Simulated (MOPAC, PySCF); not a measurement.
Bond stretch in CaH, doublet.

AM1, unrestricted, heats of formation (MOPAC); PM6, unrestricted, heats of formation (MOPAC); UKS-B3LYP/6-31G* = PySCF with unrestricted B3LYP/6-31G*, spherical d; UCCSD(T) = PySCF with CCSD(T) on UHF/def2-SVP, 5 core orbitals frozen.

Energies relative to the lowest point of each curve near equilibrium, in kcal/mol; the last columns give the difference from UCCSD(T):

```
R / Å   AM1   PM6  UKS-B3LYP/6-31G*  UCCSD(T)  AM1 − UCCSD(T)  PM6 − UCCSD(T)  UKS-B3LYP/6-31G* − UCCSD(T)
-----  ----  ----  ----------------  --------  --------------  --------------  ---------------------------
1.58   64.7  35.0              36.2      22.5            42.2            12.6                         13.7
1.68   41.6  17.7              21.4      12.0            29.6             5.7                          9.4
1.78   24.7   7.2              11.5       5.5            19.2             1.7                          6.0
1.89   12.0   1.5               4.7       1.5            10.5            -0.1                          3.2
1.94    8.0   0.4               2.8       0.6             7.4            -0.3                          2.2
1.99    4.9   0.0               1.4       0.1             4.8            -0.1                          1.3
2.05    2.3   0.3               0.4       0.0             2.3             0.3                          0.4
2.12    0.5   1.2               0.0       0.4             0.1             0.8                         -0.4
2.19    0.0   2.3               0.2       1.3            -1.3             1.1                         -1.1
2.34    2.1     —               2.2       4.2            -2.1               —                         -2.0
2.46    6.1     —               4.7       7.2            -1.1               —                         -2.6
2.70   17.0     —              10.9      14.0             3.0               —                         -3.2
```

AM1 is furthest from UCCSD(T) at 1.58 (42.2 kcal/mol, above); its mean absolute difference over the points is 10.3 kcal/mol.

PM6 is furthest from UCCSD(T) at 1.58 (12.6 kcal/mol, above); its mean absolute difference over the points is 2.5 kcal/mol.

UKS-B3LYP/6-31G* is furthest from UCCSD(T) at 1.58 (13.7 kcal/mol, above); its mean absolute difference over the points is 3.8 kcal/mol.

Dashes: no converged value, or the column stops at the first point that the program doubted or that broke a chosen test of continuity, which isn't proof of a fault.

The scan ran from 1.58 to 7.99 Å; beyond the distances shown one of the unrestricted levels run for this scan, shown here or not, changes its spin distribution in one step.
